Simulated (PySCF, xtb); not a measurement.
Sn(H)(OH)3 (H₄O₃Sn), SMILES [OH][SnH]([OH])[OH]. The values are those of a single conformer.

Harmonic wavenumbers (cm⁻¹) from GFN2-xTB in xtb at its own minimum, in rising order: 133, 138, 165, 186, 195, 281, 436, 494, 495, 513, 514, 801, 834, 836, 1739, 3635, 3638, 3643.

Task: What does PBE0-D3(BJ)/def2-SVP (PySCF 2.14.0) give at its own minimum? (Estimate from the structure and the level; the computed values follow.)

Result: 101, 102, 187, 195, 195, 283, 557, 557, 629, 641, 641, 838, 852, 852, 1996, 3882, 3882, 3883. Paired by order, the mean absolute difference is 96 cm⁻¹ and the zero-point energies are 26.7 and 29.0 kcal/mol.
